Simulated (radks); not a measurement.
Values are calculated unless marked as measured or tabulated.
Task: The mean radii <r> (bohr) of the occupied orbitals of an atom or ion are listed with their occupations. Level of theory: scalar-relativistic Kohn-Sham, Slater X-alpha with alpha = 0.954, spin-polarised, spherical densities, finite nucleus; Fermi nuclear charge, rms radius of each element as measured or else 0.836 A^(1/3) + 0.57 fm (a radial shooting solver on a logarithmic mesh with Libxc functionals).

orbital  occ.      <r>
1s up       1  0.02360
1s down     1  0.02360
2s up       1   0.1007
2s down     1   0.1007
2p up       3  0.08846
2p down     3  0.08845
3s up       1   0.2651
3s down     1   0.2649
3p up       3   0.2629
3p down     3   0.2627
3d up       5   0.2398
3d down     5   0.2395
4s up       1   0.6031
4s down     1   0.6028
4p up       3   0.6374
4p down     3   0.6372
4d up       5   0.6972
4d down     5   0.6976
5s up       1    1.439
5s down     1    1.464
5p up       3    1.671
5p down     3    1.715
4f up       4   0.9824
6s up       1    4.104
6s down     1    4.253

Name the element and its charge. Open shells, if any, are filled with parallel spins first.

Result: Z = 60, neodymium, charge 0: Nd in [Xe] 4f4 6s2. The 1s radius gives Z: for a bare nucleus <r> = (2 gamma + 1)/(2Z) with gamma = sqrt(1 - (Z/c)^2), 0.02332 bohr for Z = 60, and screening makes it slightly larger (0.02360 here). The occupations add up to 60, and the charge is Z minus that.
